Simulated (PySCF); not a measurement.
## [Dy(NH3)2]3+: from a saddle point downhill

PySCF 2.14.0, RKS PBE, Dy lcecp-1-SVP with ECP55, N def2-SVP, H def2-SVP; non-relativistic Hamiltonian with scalar-relativistic core potentials where named; density fitting; no spin-orbit coupling. Relaxed within the symmetry of its start, the geometry (D3d) is

```xyz
9

Dy    0.0000    0.0000    0.0000
N     0.0000    0.0000    2.4257
H     0.8149    0.4705    2.8930
H    -0.8149    0.4705    2.8930
H     0.0000   -0.9409    2.8930
N     0.0000    0.0000   -2.4257
H     0.8149   -0.4705   -2.8930
H    -0.8149   -0.4705   -2.8930
H     0.0000    0.9409   -2.8930
```

and its lowest harmonic modes are -121, -121, 37, 355, 358, 624 cm⁻¹ (negative: unstable). It was moved along the lowest mode and relaxed again.

Problem. Where does it end, and how much lower?

Solution. In C1, 0.483 eV lower, after 19 steps:
```xyz
9

Dy    0.1187    1.1575    0.0002
N    -0.0194   -0.1859    1.9392
H     0.7582   -0.0471    2.6342
H    -0.8763   -0.0381    2.5317
H    -0.0165   -1.2269    1.7990
N    -0.0210   -0.1853   -1.9400
H     0.7751   -0.8525   -2.1043
H    -0.8621   -0.8108   -2.0160
H    -0.0552    0.3517   -2.8440
```

Problem. How do the contacts change?

Solution. 
```tsv
contact	saddle (Å)	end (Å)
Dy1–N2 (NH3)	2.426	2.363
Dy1–N6 (NH3)	2.426	2.364
```


Problem. Is the end a minimum?

Solution. Probably not: 1 of the modes stay unstable (below −25 cm⁻¹), though so soft as to be near the noise; lowest modes -29, 82, 85, 376, 376, 661 cm⁻¹.

An lcecp potential fixes the number of 4f electrons, so in runs with it no electron can move into or out of that shell.

State: singlet in the valence, with the 4f electrons in the core potential.
